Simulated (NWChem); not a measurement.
System: MoHSO2Cl; SMILES [O]=[Mo]([OH])(=[S])[Cl]

```xyz
6

Mo    -0.1872     0.1044    -0.0183
O     -1.0315     0.2021     1.4090
S      1.3031     1.5951    -0.0005
Cl     0.7884    -1.9344    -0.1461
O     -1.3202     0.3983    -1.4559
H     -2.2855     0.3943    -1.4090
```
Atoms are numbered in this order, from 1.

Level: PBE0/def2-SVP with def2 effective core potentials on Mo (NWChem), optimised geometry, unscaled harmonic frequencies. def2 effective core potentials on Mo; no spin-orbit coupling.

```tsv
frequency (cm⁻¹)	IR intensity (km/mol)
144	2.3
165	0.4
209	2.5
231	10.7
259	52.4
320	39.0
425	68.8
579	128.3
603	118.1
759	92.1
1063	159.0
3879	348.9
```

The zero-point energy is 12.3 kcal/mol, the thermal correction to the enthalpy at 298.15 K (with zero-point energy) is 17.2 kcal/mol and the heat capacity Cv is 21.3 cal/(mol K). The entropy at 298.15 K and 1 atm (symmetry number 1) is 84.2 cal/(mol K).

Rigid rotor and harmonic oscillator.
